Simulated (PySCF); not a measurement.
A structure optimised at PBE-D3(BJ)/def2-SVP, used in a PySCF frequency run:

```xyz
6

W      0.0000     0.0000     0.3827
O      0.0000     0.0000     2.1062
Br     0.0000     0.0000    -2.1873
Br     2.1028     1.2140     0.2989
Br     0.0000    -2.4281     0.2989
Br    -2.1028     1.2140     0.2989
```

**Question.** Write its SMILES, formula and point group.

**Answer.** [O]=[W]([Br])([Br])([Br])[Br], Br₄OW, C3v

**Question.** What are its rotational constants (standard atomic weights)?

**Answer.** 0.41828, 0.41828, 0.35760 GHz
